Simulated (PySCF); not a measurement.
**Peak assignment**

Bonds (- single, = double, # triple, : aromatic): C1-C2, C2-C3, C3:C4, C4:C5, C5:C6, C6-C7, C6:C8, C8:P9, P9:C3. C1 carries H10, H11, H12; C2 carries H13, H14; C4 carries H15; C5 carries H16; C7 carries H17, H18, H19; C8 carries H20.

Theoretical values (PySCF 2.14): PBE0-D3(BJ)/def2-SVP geometry, σ from GIAO-HF/pcSseg-1. A single conformation, non-relativistic Hamiltonian, no solvent model, fast rotation and ring inversion assumed for equivalent nuclei.

Chemical shifts δ = σref − σ; TMS for $^{13}$C (σ = 190.85 ppm), $^{1}$H (σ = 31.69 ppm), all at this level.

(1) Assign these signals to the numbered atoms. $^{13}$C{$^{1}$H} NMR (computed): δ 191.6, 169.0, 149.9, 143.1, 139.1, 30.9, 24.1, 23.6.

(2) Assign these signals to the numbered atoms. $^{1}$H NMR (400 MHz, computed): δ 8.61 (m, 1H), 7.93 (m, 1H), 7.59 (m, 1H), 2.68 (m, 2H), 2.57 (s, 3H), 1.25 (t, 3H).

## Answers

(1) 
191.6 → C3, ring carbon next to a ring phosphorus
169.0 → C8, ring CH next to a ring phosphorus
149.9 → C6, substituted aromatic carbon
143.1 → C4, aromatic CH
139.1 → C5, aromatic CH: the aromatic region
30.9 → C2, sp3 CH2 on an aromatic ring: aliphatic region, no heteroatom directly attached
24.1 → C7, methyl carbon on an aromatic ring: saturated and bonded to C and H only
23.6 → C1, methyl carbon: saturated and bonded to C and H only

C7 and C1 lie closer than the usual error of such a calculation, so a measured spectrum could show them in the other order.

(2) 
8.61 → H20, hydrogen on a ring CH next to a ring phosphorus
7.93 → H15, hydrogen on an aromatic CH: it sits in the deshielding region of the aromatic ring current
7.59 → H16, hydrogen on an aromatic CH
2.68 → H13/H14, hydrogen on an sp3 CH2 on an aromatic ring: benzylic-type position, deshielded by the ring
2.57 → H17/H18/H19, hydrogen on a methyl carbon on an aromatic ring: benzylic-type position, deshielded by the ring
1.25 → H10/H11/H12, hydrogen on a methyl carbon

H13/H14 and H17/H18/H19 lie closer than the usual error of such a calculation, so a measured spectrum could show them in the other order.

Splittings by $^{31}$P in the carbon and heteronuclear signals aren't shown, as no couplings were computed. Shifts are as computed. Against solution values, carbons near 30 ppm lie about -0 ppm off and those near 130 ppm about +7 ppm (rms about the fit 1.9 ppm; single classes can miss by 10 ppm). Of 1328 compounds with measured shifts, 309 miss one by over three times the rms of a fit or turn the order of signals round; such compounds aren't used in these exercises. Signals without a measured value on file couldn't be tested in this way. No couplings were computed; multiplicities are counted from neighbouring protons, with m where these are inequivalent, close in shift, in a saturated or five-membered ring or joined by F or P, and br s for small geminal =CH2 splittings.
